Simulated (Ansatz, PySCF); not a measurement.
CH3Si, SMILES C[Si] (connectivity only; charge and spin as stated), charge +1, multiplicity 1. Atoms are numbered in the order given.

```xyz
5

C      0.0000     0.0000    -1.0740
Si     0.0000     0.0000     0.7273
H      0.8898     0.5137    -1.4743
H     -0.8898     0.5137    -1.4743
H      0.0000    -1.0274    -1.4743
```
Charge +1, spin multiplicity 1.

Coordinates come from a r2SCAN-D4/def2-TZVP optimisation. The multiplicity is an assumed one; other spin states were not compared. The isomer is the one that the SMILES or the coordinates give; other isomers of the formula were not compared.

Two levels are set side by side: PBE-D3(BJ)/def2-TZVP (Ansatz, a quantum-chemistry and plane-wave program) and r2SCAN-D4/def2-TZVP (PySCF). Each level has its own optimised geometry; the coordinates shown are those of the second. Frequencies come from the Hessian of PySCF at each geometry. Differences are taken from unrounded values.

| quantity | r2SCAN-D4 |
|---|---|
| mean bond length (Å) | 1.277 |
| bond C1–Si2 (Å) | 1.801 |
| bond C1–H3 (Å) | 1.103 |
| bond C1–H4 (Å) | 1.103 |
| bond C1–H5 (Å) | 1.103 |
| highest harmonic wavenumber (cm⁻¹) | 3034 |
| mean harmonic wavenumber (cm⁻¹) | 1615 |
| zero-point energy (kcal/mol) | 20.78 |

Problem. What does PBE-D3(BJ) give, and how far is it from r2SCAN-D4? (Estimate from the structure and the level; the computed values follow.)

Solution. 
| quantity | PBE-D3(BJ) | PBE-D3(BJ) minus r2SCAN-D4 |
|---|---|---|
| mean bond length (Å) | 1.286 | 0.009 |
| bond C1–Si2 (Å) | 1.814 | 0.012 |
| bond C1–H3 (Å) | 1.110 | 0.008 |
| bond C1–H4 (Å) | 1.110 | 0.008 |
| bond C1–H5 (Å) | 1.110 | 0.008 |
| highest harmonic wavenumber (cm⁻¹) | 2967 | -67 |
| mean harmonic wavenumber (cm⁻¹) | 1576 | -39 |
| zero-point energy (kcal/mol) | 20.28 | -0.50 |
